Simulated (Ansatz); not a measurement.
Reactions of `FC([SiH3])[SeH]`.

Gas-phase electronic energies from Ansatz, PBE0-D4/def2-TZVP geometries. CBS: MP2 limit from def2 TZ/QZ plus the TZ coupled-cluster correction, frozen cores. This one scheme is used for every species. Functionals use def2-TZVPP. B3LYP here is the variant with VWN-RPA as its local correlation; programs differ in this. def2 core potentials past Kr. For Ge, In, Se outer-core shells are correlated without core-valence functions, which leaves a few kJ/mol of doubt a bond. Scalar relativity is left out up to krypton. Each species was taken in one conformer, which may not be the lowest.

```tsv
reaction	CCSD(T)/CBS(def2) (kJ/mol)
`FC([SiH3])[SeH]` + H₂O → `OC(F)[SeH]` + SiH₄	37
`FC([SiH3])[SeH]` + `[CH3][AlH][CH3]` → `[CH3][Al]([CH3])[SeH]` + `FC[SiH3]`	-171
`FC([SiH3])[SeH]` + CH₃SH → `CSC(F)[SiH3]` + H₂Se	-8
`FC([SiH3])[SeH]` + H₂ → H₂Se + `FC[SiH3]`	?
`FC([SiH3])[SeH]` + `C[SiH2]O` → `O[SiH2][SeH]` + `CC(F)[SiH3]`	-70
`FC([SiH3])[SeH]` + `S[CH]1[CH2][GeH2]1` → `[SeH][CH]1[CH2][GeH2]1` + `FC([SiH3])S`	?
`FC([SiH3])[SeH]` + `C=O` → `O=CC([SiH3])[SeH]` + H–F	-103
`FC([SiH3])[SeH]` + `O=C[SiH](O)Cl` → `O=C[SiH]([SiH3])Cl` + `OC(F)[SeH]`	141
`FC([SiH3])[SeH]` + HCl → `FC([SiH3])Cl` + H₂Se	?
`FC([SiH3])[SeH]` + `[SH][In]([Cl])[Cl]` → `[Cl][In]([Cl])[SeH]` + `FC([SiH3])S`	-20
```

Task: Fill in the missing values. (Estimate.)

Result: The calculation gave: `FC([SiH3])[SeH]` + H₂ → H₂Se + `FC[SiH3]`: -51.4 kJ/mol; `FC([SiH3])[SeH]` + `S[CH]1[CH2][GeH2]1` → `[SeH][CH]1[CH2][GeH2]1` + `FC([SiH3])S`: -2.8 kJ/mol; `FC([SiH3])[SeH]` + HCl → `FC([SiH3])Cl` + H₂Se: +22.9 kJ/mol.

Largest T1 diagnostic: 0.015, for `C=O`.
